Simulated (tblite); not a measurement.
Parent: `[Cl:1][SiH2:2][C:3]1=[C:4]([Cl:5])[CH2:6][CH2:7]1` with Cl1–Si2–C3–C4 180°, C4H6Cl2Si.

Computed geometry: GFN2-xTB, gas phase. One conformer each, not checked by frequencies here.

```tsv
coordinate of the parent	value
Cl1–Si2	2.020 Å
Si2–C3	1.869 Å
C3=C4	1.340 Å
C4–Cl5	1.703 Å
C4–C6	1.497 Å
C6–C7	1.548 Å
C3–C7	1.522 Å
Cl1–Si2–C3	106.3°
Si2–C3–C4	135.3°
Si2–C3–C7	133.2°
C4–C3–C7	91.5°
C3–C4–Cl5	133.3°
C3–C4–C6	96.4°
Cl5–C4–C6	130.3°
C4–C6–C7	84.8°
C3–C7–C6	87.2°
```

How does the shared frame change in `[CH3:1][C:2](=[O:3])[Si@@H:4]([Cl:5])[C:6]1=[C:7]([Cl:8])[CH2:9][CH2:10]1` with C1–C2–Si4–Cl5 -45°, C2–Si4–C6–C7 18°, C6H8Cl2OSi? Atoms pair as Cl1 = Cl5, Si2 = Si4, C3 = C6, C4 = C7, Cl5 = Cl8, C6 = C9, C7 = C10 (parent first).

```
    parent    relative  value in the relative  change
   Cl1–Si2     Cl5–Si4                2.028 Å  +0.008
    Si2–C3      Si4–C6                1.870 Å  +0.001
     C3=C4       C6=C7                1.342 Å  +0.002
    C4–Cl5      C7–Cl8                1.701 Å  -0.002
     C4–C6       C7–C9                1.497 Å   0.000
     C6–C7      C9–C10                1.548 Å   0.000
     C3–C7      C6–C10                1.521 Å  -0.001
Cl1–Si2–C3  Cl5–Si4–C6                 107.8°    +1.5
 Si2–C3–C4   Si4–C6–C7                 135.0°    -0.3
 Si2–C3–C7  Si4–C6–C10                 133.3°    +0.1
  C4–C3–C7   C7–C6–C10                  91.6°    +0.1
 C3–C4–Cl5   C6–C7–Cl8                 133.3°     0.0
  C3–C4–C6    C6–C7–C9                  96.2°    -0.2
 Cl5–C4–C6   Cl8–C7–C9                 130.4°    +0.1
  C4–C6–C7   C7–C9–C10                  85.0°    +0.2
  C3–C7–C6   C6–C10–C9                  87.2°     0.0
```

Of the parent's bonds, Cl1–Si2 changes most (+0.008 Å). Bonds of the relative outside the shared frame: C1–C2 1.504, C2=O3 1.208, C2–Si4 1.935 Å. Point group Cs → C1.

How does the shared frame change in `[F:1][CH2:2][Si@H:3]([Cl:4])[C:5]1=[C:6]([Cl:7])[CH2:8][CH2:9]1` with F1–C2–Si3–Cl4 178°, C2–Si3–C5–C6 -96°, C5H7Cl2FSi? Atoms pair as Cl1 = Cl4, Si2 = Si3, C3 = C5, C4 = C6, Cl5 = Cl7, C6 = C8, C7 = C9 (parent first).

```json
{"parent": "Cl1–Si2", "relative": "Cl4–Si3", "value in the relative": "2.025 Å", "change": "+0.005"}
{"parent": "Si2–C3", "relative": "Si3–C5", "value in the relative": "1.867 Å", "change": "-0.002"}
{"parent": "C3=C4", "relative": "C5=C6", "value in the relative": "1.342 Å", "change": "+0.002"}
{"parent": "C4–Cl5", "relative": "C6–Cl7", "value in the relative": "1.697 Å", "change": "-0.006"}
{"parent": "C4–C6", "relative": "C6–C8", "value in the relative": "1.497 Å", "change": "0.000"}
{"parent": "C6–C7", "relative": "C8–C9", "value in the relative": "1.548 Å", "change": "0.000"}
{"parent": "C3–C7", "relative": "C5–C9", "value in the relative": "1.523 Å", "change": "+0.001"}
{"parent": "Cl1–Si2–C3", "relative": "Cl4–Si3–C5", "value in the relative": "108.3°", "change": "+2.0"}
{"parent": "Si2–C3–C4", "relative": "Si3–C5–C6", "value in the relative": "135.3°", "change": "0.0"}
{"parent": "Si2–C3–C7", "relative": "Si3–C5–C9", "value in the relative": "133.1°", "change": "-0.1"}
{"parent": "C4–C3–C7", "relative": "C6–C5–C9", "value in the relative": "91.6°", "change": "+0.1"}
{"parent": "C3–C4–Cl5", "relative": "C5–C6–Cl7", "value in the relative": "133.5°", "change": "+0.2"}
{"parent": "C3–C4–C6", "relative": "C5–C6–C8", "value in the relative": "96.3°", "change": "-0.1"}
{"parent": "Cl5–C4–C6", "relative": "Cl7–C6–C8", "value in the relative": "130.2°", "change": "-0.1"}
{"parent": "C4–C6–C7", "relative": "C6–C8–C9", "value in the relative": "85.0°", "change": "+0.2"}
{"parent": "C3–C7–C6", "relative": "C5–C9–C8", "value in the relative": "87.1°", "change": "-0.1"}
```

Of the parent's bonds, Cl1–Si2 and C4–Cl5 change most and about equally (-0.006 to +0.005 Å). Bonds of the relative outside the shared frame: F1–C2 1.379, C2–Si3 1.927 Å. Point group Cs → C1.

How does the shared frame change in `[F:1][Si@H:2]([Cl:3])[C:4]1=[C:5]([Cl:6])[CH2:7][CH2:8]1` with F1–Si2–C4–C5 -173°, C4H5Cl2FSi? Atoms pair as Cl1 = Cl3, Si2 = Si2, C3 = C4, C4 = C5, Cl5 = Cl6, C6 = C7, C7 = C8 (parent first).

| parent | relative | value in the relative | change |
| --- | --- | --- | --- |
| Cl1–Si2 | Cl3–Si2 | 2.003 Å | -0.017 |
| Si2–C3 | Si2–C4 | 1.864 Å | -0.005 |
| C3=C4 | C4=C5 | 1.341 Å | +0.001 |
| C4–Cl5 | C5–Cl6 | 1.701 Å | -0.002 |
| C4–C6 | C5–C7 | 1.497 Å | 0.000 |
| C6–C7 | C7–C8 | 1.548 Å | 0.000 |
| C3–C7 | C4–C8 | 1.523 Å | +0.001 |
| Cl1–Si2–C3 | Cl3–Si2–C4 | 111.7° | +5.4 |
| Si2–C3–C4 | Si2–C4–C5 | 135.5° | +0.2 |
| Si2–C3–C7 | Si2–C4–C8 | 133.0° | -0.2 |
| C4–C3–C7 | C5–C4–C8 | 91.6° | +0.1 |
| C3–C4–Cl5 | C4–C5–Cl6 | 133.3° | 0.0 |
| C3–C4–C6 | C4–C5–C7 | 96.3° | -0.1 |
| Cl5–C4–C6 | Cl6–C5–C7 | 130.3° | 0.0 |
| C4–C6–C7 | C5–C7–C8 | 84.9° | +0.1 |
| C3–C7–C6 | C4–C8–C7 | 87.2° | 0.0 |

Of the parent's bonds, Cl1–Si2 changes most (-0.017 Å). Bonds of the relative outside the shared frame: F1–Si2 1.613 Å. Point group Cs → C1.

How does the shared frame change in `[PH2:1][Si@H:2]([Cl:3])[C:4]1=[C:5]([Cl:6])[CH2:7][CH2:8]1` with H–P1–Si2–Cl3 48° and -45°, P1–Si2–C4–C5 -4°, C4H7Cl2PSi? Atoms pair as Cl1 = Cl3, Si2 = Si2, C3 = C4, C4 = C5, Cl5 = Cl6, C6 = C7, C7 = C8 (parent first).

| parent | relative | value in the relative | change |
| --- | --- | --- | --- |
| Cl1–Si2 | Cl3–Si2 | 2.030 Å | +0.010 |
| Si2–C3 | Si2–C4 | 1.868 Å | -0.001 |
| C3=C4 | C4=C5 | 1.340 Å | 0.000 |
| C4–Cl5 | C5–Cl6 | 1.700 Å | -0.003 |
| C4–C6 | C5–C7 | 1.498 Å | +0.001 |
| C6–C7 | C7–C8 | 1.549 Å | +0.001 |
| C3–C7 | C4–C8 | 1.519 Å | -0.003 |
| Cl1–Si2–C3 | Cl3–Si2–C4 | 108.6° | +2.3 |
| Si2–C3–C4 | Si2–C4–C5 | 131.9° | -3.4 |
| Si2–C3–C7 | Si2–C4–C8 | 136.3° | +3.1 |
| C4–C3–C7 | C5–C4–C8 | 91.8° | +0.3 |
| C3–C4–Cl5 | C4–C5–Cl6 | 132.4° | -0.9 |
| C3–C4–C6 | C4–C5–C7 | 96.2° | -0.2 |
| Cl5–C4–C6 | Cl6–C5–C7 | 131.5° | +1.2 |
| C4–C6–C7 | C5–C7–C8 | 84.9° | +0.1 |
| C3–C7–C6 | C4–C8–C7 | 87.1° | -0.1 |

Of the parent's bonds, Cl1–Si2 changes most (+0.010 Å). Bonds of the relative outside the shared frame: P1–Si2 2.250 Å. Point group Cs → C1.
